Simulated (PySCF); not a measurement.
Numbering as in the mapped SMILES `[CH3:1][C:2]1=[CH:3][C@@H:4]([O:5][CH:6]=[O:7])[O:8][CH2:9]1`; H(Xn) means a hydrogen on atom n. Ha(C9) is cis to O5 on the ring; Hb(C9) is trans to O5 on the ring.

PySCF calculation with structure optimised with GFN2-xTB and shieldings: GIAO PBE0/pcSseg-1; single conformer, in vacuum, non-relativistic Hamiltonian, fast rotation and ring inversion assumed for equivalent nuclei.

References, each an isolated molecule treated in the same way: TMS for $^{13}$C and $^{1}$H; $^{17}$O against H2O.

| atoms | nucleus | count | Hirshfeld charge | δ (ppm) |
| --- | --- | --- | --- | --- |
| C3 | $^{13}$C | 1 | -0.08 | 128.3 |
| O7 | $^{17}$O | 1 | -0.26 | 429.7 |
| H(C6) | $^{1}$H | 1 | 0.06 | 8.14 |
| C1 | $^{13}$C | 1 | -0.11 | 15.1 |
| C6 | $^{13}$C | 1 | 0.17 | ? |
| C2 | $^{13}$C | 1 | 0.01 | 153.4 |
| Ha(C9) | $^{1}$H | 1 | 0.05 | ? |
| C9 | $^{13}$C | 1 | 0.00 | 82.6 |
| H(C3) | $^{1}$H | 1 | 0.06 | 5.65 |
| C4 | $^{13}$C | 1 | 0.11 | ? |
| O8 | $^{17}$O | 1 | -0.15 | ? |
| Hb(C9) | $^{1}$H | 1 | 0.05 | 4.67 |
| H(C4) | $^{1}$H | 1 | 0.04 | ? |
| O5 | $^{17}$O | 1 | -0.12 | 267.1 |
| H(C1) | $^{1}$H | 3 | 0.05 | 2.02 |

Problem. Complete the table.

Solution. 
- C6: 164.3 ppm, ester carbonyl carbon; it is a carbonyl in resonance with an O or N lone pair, the region of acids, esters and amides
- C4: 104.3 ppm, sp3 carbon bearing two oxygens; 2 electronegative neighbours deshield it
- H(C4): 7.72 ppm, hydrogen on an sp3 carbon bearing two oxygens; its carbon carries O, an electronegative neighbour
- Ha(C9): 4.95 ppm, hydrogen on an allylic sp3 CH2 bonded to O; its carbon carries O, an electronegative neighbour
- O8: 96.7 ppm, ether oxygen

Shifts are as computed. Against solution values, carbons near 30 ppm lie about +3 ppm off and those near 130 ppm about +5 ppm. Of 1211 compounds with measured shifts, 218 miss one by over three times the rms of a fit or turn the order of signals round; such compounds aren't used in these exercises. Unscaled 17O shifts of doubly bonded oxygen tend to come out too high, by tens of ppm or more. Experimental scales use liquid or dissolved standards, which lie at an offset from isolated H2O (liquid H2O: subtract about 36 ppm).
